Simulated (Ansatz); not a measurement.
Consider the substitution at a C–Ga bond: `[NH2][GaH][CH]=O` + `OCS` → `O=COCS` + `[NH2][GaH2]`.

Gas-phase electronic energies from Ansatz, PBE0-D4/def2-TZVP geometries. CCSD(T)/CBS adds triple-zeta CCSD(T) − MP2 to the extrapolated MP2 energy (def2 sets, frozen cores). Functionals use def2-TZVPP. HSE06 is defined as in plane-wave codes. For Ga outer-core shells are correlated without core-valence functions, which leaves a few kJ/mol of doubt a bond. Scalar relativity is left out up to krypton. One conformer a species, not always the lowest.

```
           species  HSE06-D4 energy (Eh)
`[NH2][GaH][CH]=O`           -2094.94854
             `OCS`            -513.69716
          `O=COCS`            -626.95663
     `[NH2][GaH2]`           -1981.71764
```

Task: Work out ΔE.

Result: ΔE = (-626.95663) + (-1981.71764) − (-2094.94854) − (-513.69716) = -0.02857 Eh = -17.9 kcal/mol. CCSD(T)/CBS gives -15.6 kcal/mol.

Largest T1 diagnostic among the species: 0.016.

Leaving LDA and LC-ωPBE aside and taking each functional with its dispersion term where it has one, the values, not all of them listed here, spread over 4.5 kcal/mol, from B97M-V to BLYP-D4. LDA lies −4.3 kcal/mol from PBE without D4. In def2-TZVPP, CCSD(T) changes the Hartree–Fock value by +2.7 kcal/mol (the triples alone add −0.3 kcal/mol) and MP2 by +2.0 kcal/mol.
